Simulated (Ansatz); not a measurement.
`O/C=C\CBr`, charge 0, multiplicity 1.

Task: Give a relaxed structure at PBE0-D4/def2-TZVP (Ansatz 0.2.0). (An estimate is asked.)

Result: The calculation gave: 
Z-matrix (Å, degrees):
```
C
Br 1 1.976
C 1 1.471 2 111.5
H 1 1.087 2 103.8 3 -121.8
H 1 1.086 2 105.1 3 122.3
C 3 1.330 1 123.7 2 107.1
H 3 1.083 1 118.7 2 -71.9
O 6 1.353 3 122.5 1 0.0
H 6 1.086 3 121.1 1 179.7
H 8 0.959 6 109.9 3 -179.4
```
This is one stationary point; other conformers may exist.
